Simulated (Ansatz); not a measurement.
`C[N](C)[Ge][Cl]` + H₂ → `C[N](C)[GeH]` + HCl at 400 K and 1 bar (hydrogenolysis of a Ge–Cl bond).

Isolated molecules relaxed with PBE0-D4/def2-TZVP in Ansatz; ΔE leaves out vibrations. CCSD(T)/CBS is the MP2 limit (def2-TZVPP, def2-QZVPP) plus CCSD(T) − MP2 in def2-TZVPP, frozen cores. This one scheme is used for every species. For Ge outer-core shells are correlated without core-valence functions, which leaves a few kJ/mol of doubt a bond. Scalar relativity is left out up to krypton. One conformer a species, not always the lowest.

```tsv
species	CCSD(T)/CBS energy (Eh)	H − E (kJ/mol)	S (J/(mol·K))
`C[N](C)[Ge][Cl]`	-2670.35761	252.2	389.1
H₂	-1.17544	38.0	139.0
`C[N](C)[GeH]`	-2211.10778	262.1	348.7
HCl	-460.38127	29.6	195.4
```

H − E and S are ideal-gas, rigid-rotor, harmonic terms from PBE0-D4/def2-TZVP, for one conformer and one mirror image of each species. The MP2-based limit puts H₂ 0.8 mEh under its directly extrapolated value; such offsets cancel only in part. 1 Eh = 2625.50 kJ/mol, R = 8.31446 J/(mol·K).

Task: By hand: ΔE, ΔH, ΔS and ΔG.

Result: ΔE = (-2211.10778) + (-460.38127) − (-2670.35761) − (-1.17544) = 0.04400 Eh = 115.5 kJ/mol. Δ(H − E) = 262.1 + 29.6 − 252.2 − 38.0 = 1.5, so ΔH = 117.0 kJ/mol. ΔS = 348.7 + 195.4 − 389.1 − 139.0 = 16.0 J/(mol·K). ΔG = 117.0 − 400 × (16.0)/1000 = 110.6 kJ/mol.

Task: By hand: the equilibrium constant, and the temperature at which ΔG would vanish if ΔH and ΔS stayed fixed.

Result: log₁₀ K = −ΔG/(RT ln 10) = -14.4. ΔG = 0 at ΔH/ΔS = 7312 K, far beyond where these terms or the molecules hold.

ΔH outweighs TΔS. A doubt of 5 kJ/mol in ΔE shifts log₁₀ K by 0.7 here. Other conformers and mirror images would add mixing entropy, several J/(mol·K) or more a flexible species. These are equilibria of isolated gas molecules and say nothing of rates. Largest T1 diagnostic: 0.016 (customary marks: 0.02 for closed shells, 0.045 for open ones).
